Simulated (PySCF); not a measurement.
CH5F2NOSi, SMILES N[Si@](O)(F)CF. Geometry: PBE-D3(BJ)/def2-SVP. The structure was generated by enumeration; whether it is a known compound was not checked. Other conformers were not sampled.

Question: Give the equilibrium geometry at PBE-D3(BJ)/def2-SVP (PySCF confirms it by a frequency run) as bond lengths and angles. (An estimate is asked for; the answer gives what the named calculation found.)

Answer: One answer among several that fit: 
Atoms: N1 Si2 O3 F4 C5 F6 H7 H8 H9 H10 H11. Bonded distances (Å): N1–Si2 1.708, N1–H7 1.021, N1–H8 1.022, Si2–O3 1.671, Si2–F4 1.647, Si2–C5 1.899, O3–H9 0.973, C5–F6 1.401, C5–H10 1.114, C5–H11 1.114. Bond angles (°): Si2–N1–H7 121.8, Si2–N1–H8 116.7, H7–N1–H8 112.1, N1–Si2–O3 110.1, N1–Si2–F4 114.0, N1–Si2–C5 106.4, O3–Si2–F4 105.1, O3–Si2–C5 116.6, F4–Si2–C5 104.9, Si2–O3–H9 114.9, Si2–C5–F6 109.4, Si2–C5–H10 110.4, Si2–C5–H11 112.0, F6–C5–H10 108.9, F6–C5–H11 109.2, H10–C5–H11 106.9.
Charge 0, spin multiplicity 1.
